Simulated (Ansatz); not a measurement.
A search over several starts for the lowest SCF solution of ZnBr2 at the given spin, in a small basis.

```yaml
crystal:
  periodic: [false, false, false]
  atoms:
    - {symbol: Zn, position_ang: [-0.000583, 0.000185, -0.000055]}
    - {symbol: Br, position_ang: [-0.016803, 0.525473, 2.161562]}
    - {symbol: Br, position_ang: [0.017396, -0.525658, -2.161517]}
basis:
  gaussian: {orbitals: def2-SVP, initial_orbitals: start.molden}
hamiltonian: {xc: pbe0, dispersion: d4}
output: {orbitals: {seedname: orbitals}}
```

The file start.molden holds the orbitals of an earlier run on this structure, at another level or in another basis.

```sh
$ ansatz run in.yaml --threads 4 --pin off --events-out ev --progress --plain --max-ram 3916MiB
```

Output, abridged:

```
Functional definition: PBE0
902 factors; integrals over basis functions are off by at most 9.9e-4 eV
mean field evaluation 1: about -188453.8227 eV, gradient 6.4e1 eV
mean field evaluation 2: about -188463.2089 eV, gradient 1.5e1 eV
mean field evaluation 4: about -188468.5189 eV, gradient 6.5e0 eV
mean field evaluation 8: about -188468.8482 eV, gradient 3.9e-3 eV
mean field evaluation 16: about -188468.8477 eV, gradient 3.9e-1 eV
mean field -188468.84817584 eV, -6926.1024216885 hartree, gradient 6.0e-6 eV, S^2 0.000000; 1 other end points of the search recorded, 0 dependent functions left out
reference -188468.84820627 eV, -6926.1024228068 hartree; 50, 50 occupied and 45, 45 virtual orbitals, 902 factors
Total energy: -188468.91316728 eV, -6926.1048100798 hartree
```

Hardware: 4 threads of Arm Neoverse V2 on a shared host. Wall time 1.4 s.

The structure comes from a short search, and lower isomers may exist.
